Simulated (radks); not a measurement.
The numbers below are computed, except where a source is named.
Question: Species: the rhenium ion Re+. Configuration: [Kr] 4d10 4f14 5s2 5p5 5d5 6s2 (not the ground configuration). Code: a radial shooting solver on a logarithmic mesh with Libxc functionals. Model: Dirac Kohn-Sham, AM05, spin-unpolarised, spherical densities, point nucleus; open shells fill j = l - 1/2 first. Some entries of the table are withheld. Estimate them.

orbital,occ.,eigenvalue (hartree),r(max) (bohr),<1/r> (bohr^-1)
1s1/2,2,-2628.346,0.01124,88.75
2s1/2,2,-455.8277,0.06475,21.63
2p1/2,2,-436.2196,0.04803,21.59
2p3/2,4,-383.3717,0.05498,18.04
3s1/2,2,-105.8731,0.1823,7.939
3p1/2,2,-97.12206,0.1706,7.855
3p3/2,4,-85.64707,0.1848,6.932
3d3/2,4,-70.94200,0.1445,6.829
3d5/2,6,-68.44928,0.1484,6.613
4s1/2,2,-22.44775,0.4132,3.343
4p1/2,2,-18.80029,0.4125,(1)
4p3/2,4,-16.11626,0.4425,(2)
4d3/2,4,(3),0.4382,2.699
4d5/2,6,(4),0.4477,2.623
5s1/2,2,-3.57885,0.9361,1.316
5p1/2,2,-2.46411,0.9989,1.189
4f5/2,6,-2.07971,0.4137,2.184
5p3/2,3,-2.04752,1.080,1.076
4f7/2,8,-1.98700,0.4187,2.153
5d3/2,4,-0.59836,1.357,0.7614
5d5/2,1,-0.55945,1.397,0.7348
6s1/2,2,-0.50974,2.405,0.4632
6p1/2,0,-0.30548,2.889,0.3722
6p3/2,0,-0.26775,3.155,0.3395

Answer: 
(1) 4p1/2 <1/r> (bohr^-1): 3.234
(2) 4p3/2 <1/r> (bohr^-1): 2.911
(3) 4d3/2 eigenvalue (hartree): -10.12651
(4) 4d5/2 eigenvalue (hartree): -9.63045
